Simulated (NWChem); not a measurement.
# SiBrF, singlet; SMILES F[Si]Br

Program: NWChem. Low-valent species are run as closed-shell singlets; no triplet was tried in these runs. Coordinates come from a B3LYP/6-31G* (spherical d) optimisation. Level: M06-2X/def2-SVP with SMD (1 M gas to 1 M solution), gas-phase geometry. Reactions with the solvent are ignored.

```
solvent          dielectric constant  solvation free energy (kcal/mol)  cavity-dispersion-structure term (kcal/mol)  dipole in solution (D)
---------------  -------------------  --------------------------------  -------------------------------------------  ----------------------
water                           78.4                              -1.6                                          0.4                    1.92
n-hexane                        1.88                              -3.3                                         -2.3                    1.70
ethylene glycol                 40.2                               [?]                                          [?]                    1.91
anisole                         4.22                              -3.5                                         -2.0                    1.82
```

Some entries are withheld; supply them.


- ethylene glycol, solvation free energy (kcal/mol): -2.8
- ethylene glycol, cavity-dispersion-structure term (kcal/mol): -0.7
